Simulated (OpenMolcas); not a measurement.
# As II: CASPT2 settings compared

```
Program             : OpenMolcas 26.06
Basis               : ANO-RCC-VDZ [5s4p1d]
Scalar Hamiltonian  : X2C, point nucleus
Active space        : 4 electrons in 4 orbitals (4s 4p)
State averaging     : 2S+1 = 3 even, 3 roots; 2S+1 = 1 even, 6 roots; 2S+1 = 5 odd, 1 root; 2S+1 = 3 odd, 5 roots (0 in the spin-orbit step)
Spin-orbit coupling : RASSI with atomic mean-field integrals over the reference wave functions, term energies averaged over their components
```

Methods on the same reference wave functions:
A. CASSCF
B. SS-CASPT2, IPEA 0.1 Eh, no level shift (closed shells correlated: 3d)
C. SS-CASPT2, IPEA 0.35 Eh, sigma2 regulariser 0.1 Eh (closed shells correlated: 3s 3p 3d)
D. XMS-CASPT2, IPEA 0.2 Eh, imaginary shift 0.3 Eh (closed shells correlated: 3d)

Energies in eV above 4s² 4p² ³P₀, the measured ground level; measured values from NIST Handbook of Basic Atomic Spectroscopic Data.

| Level | A | B | C | D | Measured |
| --- | --- | --- | --- | --- | --- |
| 4s² 4p² ³P₀ | 0.0000 | 0.0000 | 0.0000 | 0.0000 | 0.0000 |
| 4s² 4p² ³P₁ | 0.1153 | 0.1162 | 0.1161 | 0.1161 | 0.1319 |
| 4s² 4p² ³P₂ | 0.2841 | 0.285 | 0.285 | 0.285 | 0.3151 |
| 4s² 4p² ¹D₂ | 1.5535 | 1.521 | 1.519 | 1.521 | 1.2517 |
| 4s² 4p² ¹S₀ | 2.7594 | 2.656 | 2.668 | 2.670 | 2.8019 |
| 4s 4p³ ⁵S°₂ | 5.3467 | 5.457 | 5.461 | 5.459 | 6.7965 |

Deviations, from unrounded energies. A percentage is the sum of absolute deviations over the sum of measured energies, with the sign that they share, or ± where signs differ.

| Against measurement | Levels | A | B | C | D |
| --- | --- | --- | --- | --- | --- |
| mean absolute deviation (cm-1) | 5 | 3000 | 2900 | 2900 | 2900 |
| fine structure of the ground term (%) | 2 | -10.6 | -10.3 | -10.3 | -10.4 |
| other terms of the ground configuration (%) | 2 | ±8.5 | ±10.2 | ±9.9 | ±9.9 |
| other configurations (%) | 1 | -21.3 | -19.7 | -19.6 | -19.7 |

A, B, C, D lie about equally close to measurement. The largest miss of C in the table is 4s 4p³ ⁵S°₂, by -11000 cm-1. The ranking rests on the paired levels alone, and a cruder setting can come out closer through cancelling errors.

Among B to D the level of the table that moves most is 4s² 4p² ¹S₀, by 110 cm-1 (lowest in B, highest in D). Moves below CASPT2's spread within the term are not significant.

The mean deviations of B to D differ by less than CASPT2's widest spread within a term (28 cm-1), so their order carries little weight.

From A to B the spin-free energies of the other terms of 4s² 4p² shown, above ³P, scale by factors of 0.96 to 0.97.

The lowest spin-free term lies below A's lowest term by 0.006 hartree in B, 0.006 hartree in C, 0.006 hartree in D.

CASPT2 does not keep the components of a term degenerate, so their means are used; among the terms shown or strongly mixed into the levels shown the widest spread is 28 cm-1 (4s² 4p² ¹D, D). Some high roots are left out of the spin-orbit mixing, which shifts the levels that they would mix with. Terms of s pⁿ other than that of highest spin mix with s² pⁿ⁻² d, which this space lacks; all of them can be thousands of cm-1 off, and some have no real level of that name. Without dynamic correlation excited terms often stand tens of per cent too high (terms of higher spin than the ground term too low), and those without a measured partner can miss by more than the paired ones (holds for A). Some terms miss by over 15 % even with CASPT2, which points to a basis or an active space too small for the shells correlated (holds for B; C; D). Computed and measured levels are paired by configuration, term and J; levels that our copy of the source lacks, or whose pairing is in doubt (as where it misses far off the trend of its configuration), stay unpaired and out of the deviations. Only configurations of the active space appear.

° marks odd parity.
